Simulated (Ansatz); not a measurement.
Basis-set extrapolation for CH$_{3}$Cl$_{2}$FSSi, SMILES `CS[Si](F)(Cl)Cl` (PBE0-D4/def2-TZVP geometry, frozen core, Ansatz 0.2.0). Multiplicity 1, RHF reference.

```
                       def2-TZVPP    def2-QZVPP
                 HF  -1744.839181  -1744.891669
    MP2 correlation     -1.088422     -1.190088
CCSD(T) correlation     -1.192939       not run
```

Energies in hartree. Use E(X) = E(∞) + A·exp(−7.88·√X) for Hartree–Fock and E(X) = E(∞) + B·X^(−2.97) for correlation, with X = 3 and 4, and add CCSD(T) minus MP2 of the smaller set to the MP2 limit.

What is the CCSD(T) energy at the basis-set limit?

HF limit: -1744.891669 + (-0.052488) × 0.13774 = -1744.89890. MP2 limit: -1.190088 + (-0.101666) × 0.74074 = -1.26540. Higher-order term: -1.192939 − (-1.088422) = -0.10452. Total: -1746.26882 hartree, 148.5 kcal/mol below CCSD(T)/def2-TZVPP.
